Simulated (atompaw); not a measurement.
Reading a pseudo-wave (Er)

Columns: radius, all-electron u(r) and pseudo u(r) of the 6p shell (level -11.12 eV) of erbium in the configuration [Kr] 4d10 4f11 5s2 5p6 5d1 6s0 6p0; PBE, scalar-relativistic, PAW (atompaw) scheme, atompaw 4.2.0.5.

```csv
r (bohr),all-electron,pseudo
0.094,-0.0162,-0.0028
0.188,-0.1004,-0.0109
0.283,0.0472,-0.0241
0.377,0.1553,-0.0412
0.471,0.1521,-0.0612
0.565,0.0741,-0.0829
0.660,-0.0312,-0.1049
0.754,-0.1295,-0.1252
0.848,-0.2067,-0.1426
0.942,-0.2577,-0.1557
1.037,-0.2832,-0.1631
1.131,-0.2858,-0.1637
1.225,-0.2698,-0.1568
1.319,-0.2393,-0.1422
1.413,-0.1980,-0.1197
1.508,-0.1485,-0.0895
1.602,-0.0945,-0.0528
1.696,-0.0379,-0.0105
1.790,0.0197,0.0362
1.885,0.0775,0.0864
1.979,0.1332,0.1374
2.073,0.1867,0.1883
2.167,0.2374,0.2378
2.262,0.2852,0.2853
2.356,0.3292,0.3292
2.450,0.3694,0.3694
```

(1) How many radial nodes do the two functions have?

(2) Is the pseudo-wave norm-conserving?

Answers

(1) The all-electron 6p function has n − l − 1 = 4 (the table is too coarse to show those close to the nucleus); the pseudo-wave has 1, since 1 lower shell of the same l stays in the valence.

(2) No, it belongs to a PAW set: the norm inside the radius is not constrained, and the difference is carried by the augmentation charge.
